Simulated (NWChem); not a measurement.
Species: SiH3S2OF; SMILES O[Si](F)(S)S

```xyz
8

O     -1.3234    -0.2342     1.3064
Si    -0.3500    -0.0019    -0.0049
F     -1.2743     0.2077    -1.3079
S      0.8838    -1.7311    -0.1270
S      0.8365     1.7758     0.0282
H     -2.0159     0.4304     1.4463
H     -0.0543    -2.5715     0.3638
H      1.5007     1.4581     1.1604
```
Atoms are numbered in this order, from 1.

Computed with NWChem. Structure relaxed at the B3LYP/6-31G* (spherical d) level. Level r2SCAN/def2-SVP: energy and gradient on several grids; changes count from the extra-fine grid, which is no exact limit either.

```tsv
grid	size of the energy change (μHa)	largest change of a gradient component (μHa/bohr)	time, medium = 1 (rough)
xcoarse	2000	2000	about 1
coarse	700	400	about 1
medium	70	100	about 1
fine	10	40	about 1
xfine	< 10	< 30	2
```
